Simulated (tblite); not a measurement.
Compound: C₆H₈Si.
SMILES: `C=C1[SiH2][C@H]1C#CC`

Computed with GFN2-xTB (tblite): harmonic, unscaled wavenumbers at the GFN2-xTB geometry, gas phase. Errors from tens to a few hundred cm⁻¹ against measured bands are possible. Modes of hydrogen on silicon can be 10 to 20 % off.

Harmonic wavenumbers (cm⁻¹): 26.2, 70.2, 98.1, 195.5, 236.2, 244.8, 287.0, 334.3, 386.7, 439.4, 509.7, 538.5, 612.2, 650.0, 709.2, 744.8, 799.8, 894.8, 926.3, 956.1, 1027.6, 1030.1, 1070.6, 1169.5, 1273.7, 1393.6, 1418.8, 1463.7, 1465.4, 1761.5, 2342.0, 2363.5, 2391.4, 2967.8, 2985.9, 2989.4, 2998.8, 3038.8, 3071.1.

A = 3874, B = 1170, C = 975.6 MHz; mass 108.040 u (most abundant isotopes); point group C1, symmetry number 1.

Task: What is the zero-point energy?

Result: ½Σν̃ = 23942 cm⁻¹ = 68.45 kcal/mol.

Task: Entropy at 298.15 K, 1 bar (ideal gas, RRHO, classical rotation)?

Result: Translation 39.97, rotation 28.68, vibration 27.61: S = 96.3 cal/(mol K).

Task: And Cp and H(298.15 K) − H(0)?

Result: Cp = 35.18 cal/(mol K), of which vibrations give 27.23 (their classical limit is 39 R = 77.5); H(298.15 K) − H(0) = 6.56 kcal/mol without the zero-point energy, 4.19 from vibrations.

Task: What must be added to the electronic energy to get the Gibbs energy at 298.15 K and 1 bar?

Result: ZPE + [H(298.15 K) − H(0)] − T·S = 68.45 + 6.56 − 28.70 = 46.31 kcal/mol.

Task: Which modes carry the vibrational entropy at 298.15 K?

Result: 26.2 cm⁻¹: 6.10; 70.2 cm⁻¹: 4.15; 98.1 cm⁻¹: 3.49; 195.5 cm⁻¹: 2.18; 236.2 cm⁻¹: 1.83; 244.8 cm⁻¹: 1.77 cal/(mol K); the other 33 give 8.10 together.

Hindered rotation and anharmonicity are outside this model. The structure is chiral; the term R ln 2 for an equal mix with its mirror image is left out.

On one thread of an AMD EPYC, shared host, this took 1.1 s. This covers the Hessian and the dipole derivatives.
